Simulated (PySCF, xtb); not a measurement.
CH3FI2Si, SMILES C[Si](F)(I)I.

GFN2-xTB (xtb) at its own geometry gives an orbital gap of 5.37 eV and a dipole moment of 4.66 D.

Coordinates come from a B3LYP-D3(BJ)/def2-SVP optimisation. The def2 effective core potentials stand for the cores of I; spin–orbit coupling is left out.

What does PBE/def2-TZVP in PySCF give? (An estimate is asked for; the answer gives what the named calculation found.)

gap 4.41 eV (levels -6.58 and -2.17 eV), dipole 1.91 D.
